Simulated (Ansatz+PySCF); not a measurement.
The numbers below are computed, except where a source is named.
Input for PySCF 2.14.0:

```python
from pyscf import gto, scf, cc

mol = gto.M(atom="""
N 0.015940 0.000970 -1.368690
H 0.960610 0.025380 -1.771920
H -0.454330 0.773570 -1.799150
H -0.482980 -0.778500 -1.783730
Cu 0.027620 0.035030 0.551840
""", basis='def2-svp', charge=1, spin=0)
mf = scf.RHF(mol)
mf.kernel()
mycc = cc.CCSD(mf, frozen=6).run()
et = mycc.ccsd_t()
print(mf.e_tot, mycc.e_corr, et, mycc.e_tot + et)
```

The script is written out from the run's settings.

The run gave:

```yaml
Converged: yes
Reference_energy: -1694.67554 hartree
CCSD_correlation_energy: -0.52486 hartree
Triples_correction: -0.01745 hartree
Total_energy: -1695.21785 hartree
```
